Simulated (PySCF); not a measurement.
Computed shifts of a molecule C₃H₈ClNSi, PBE/pcSseg-1 in PySCF, GIAO, gas phase, atoms alike by connectivity averaged where their shifts nearly agree, in ppm (number of nuclei): ¹³C: 182.6 (1), 60.9 (1), 1.1 (1). ¹⁵N: 443.9 (1). ²⁹Si: 0.8 (1). ¹H: 8.80 (1), 5.64 (1), 3.97 (3), 0.82 (3). References: ¹³C against TMS (σ = 182.0 ppm); ¹⁵N against NH3 (σ = 267.0 ppm); ²⁹Si against TMS (σ = 335.4 ppm); ³⁵Cl against HCl (σ = 936.5 ppm); ¹H against TMS (σ = 31.49 ppm), references at their B3LYP-D3(BJ)/def2-TZVP geometries, non-relativistic (without spin–orbit terms, shifts of atoms bonded to Cl or Br come out too high). The structure is a stationary point at PBE0-D3(BJ)/def2-SVP. Other conformers were not sampled.

Q: Which structure fits?
(A) Cl[SiH2]NC1CC1
(B) C=C[Si](C)(N)Cl
(C) NC/C=C/[SiH2]Cl
(D) C/N=C/[Si@@H](C)Cl

A: D, C/N=C/[Si@@H](C)Cl
